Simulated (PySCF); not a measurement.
**C7H7F: full NMR table**

```yaml
Formula: C7H7F
SMILES: C=CC#C/C=C/CF
Point_group_of_the_computed_structure: C1
Degrees_of_unsaturation: 4
Carbon_signals: 7
Proton_signals: 6
```

Atoms are numbered as in `[CH2:1]=[CH:2][C:3]#[C:4]/[CH:5]=[CH:6]/[CH2:7][F:8]`; H(Xn) means a hydrogen on atom n. Ha(C1) is cis to C3; Hb(C1) is trans to C3.

Equivalent nuclei averaged, non-relativistic, gas phase, single conformer. Shielding tensors at PBE0/pcSseg-1 (GIAO); structure optimised with GFN2-xTB; PySCF 2.14.0 with density-fitted response routines.

References, each an isolated molecule treated in the same way: $^{1}$H, $^{13}$C against TMS; $^{19}$F against CFCl3.

| carbon | δC, type | δH (multiplicity) | HMBC from (2–3 bonds) | span of the C tensor (ppm) |
| --- | --- | --- | --- | --- |
| C1 | 137.2, CH2 | Ha(C1) 6.11 (m); Hb(C1) 5.90 (m) | H(C2) | 238 |
| C2 | 124.9, CH | 6.25 (m) | Ha(C1), Hb(C1) | 215 |
| C3 | 101.1, C | – | H(C2), Ha(C1), H(C5), Hb(C1) | 215 |
| C4 | 98.7, C | – | H(C6), H(C2), H(C5) | 209 |
| C5 | 117.8, CH | 5.97 (m) | H(C6), H(C7) | 195 |
| C6 | 151.3, CH | 6.75 (m) | H(C5), H(C7) | 221 |
| C7 | 87.7, CH2 | 5.38 (m) | H(C6), H(C5) | 81 |

Other nuclei:
| atoms | nucleus | environment | δ (ppm) | σ (ppm) |
| --- | --- | --- | --- | --- |
| F8 | $^{19}$F | fluorine on an sp3 carbon | -246.2 | 417.2 |

1. Carbon types of the structure: 2 × C, 3 × CH, 2 × CH2, which accounts for all hydrogens.
2. δC 151.3, 124.9, 117.8: alkene CH; the olefinic region.
3. δC 137.2: terminal =CH2 carbon; an sp2 carbon of a C=C bond.
4. δC 101.1, 98.7: alkyne carbon; sp carbons lie upfield of alkene carbons because the cylindrical π system leaves one tensor component strongly shielded.
5. δC 87.7: allylic sp3 CH2 bonded to F; deshielded by the electronegative neighbour.
6. δH 6.11, 5.90: hydrogen on a terminal =CH2 carbon; a vinylic proton, deshielded by the sp2 carbon and the C=C anisotropy.

Splittings by $^{19}$F in the carbon and heteronuclear signals aren't shown, as no couplings were computed. Shifts are as computed. Against solution values, carbons near 30 ppm lie about +3 ppm off and those near 130 ppm about +5 ppm. Of 1309 compounds with measured shifts, 239 miss one by over three times the rms of a fit or turn the order of signals round; such compounds aren't used in these exercises. Unscaled 19F shifts against computed CFCl3 carry errors that often reach 10 to 50 ppm. No couplings were computed; multiplicities are counted from neighbouring protons, with m where these are inequivalent, close in shift, in a saturated or five-membered ring or joined by F or P, and br s for small geminal =CH2 splittings.
